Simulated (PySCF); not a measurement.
# How methods differ on the ionisation energy of Ga

Ga [Ar] 3d10 4s2 4p1 (2P) → Ga⁺ [Ar] 3d10 4s2 (1S), as a difference of total energies. Calculation: PySCF 2.14, in cc-pVDZ-PP with ECP10MDF; a scalar-relativistic core potential. Correlated levels: valence: 3s2 3p6 3d10 frozen. The calculations carry no spin-orbit coupling.

```
           method  ionisation energy (eV)
              UHF                   5.515
             MN15                   5.817
              LDA                   5.976
    MP2 (valence)                   5.665
SCS-MP2 (valence)                   5.644
   CCSD (valence)                   5.727
CCSD(T) (valence)                   5.739
```

Errors of the correlated levels include the incompleteness of this basis and the frozen core.

Problem. Which method comes closest to the reference value, and which is furthest?

Solution. The reference is 5.931 eV (measured; NIST levels, between the centres of gravity of the two terms). Closest: LDA (error 0.045 eV); furthest: UHF (error -0.416 eV).
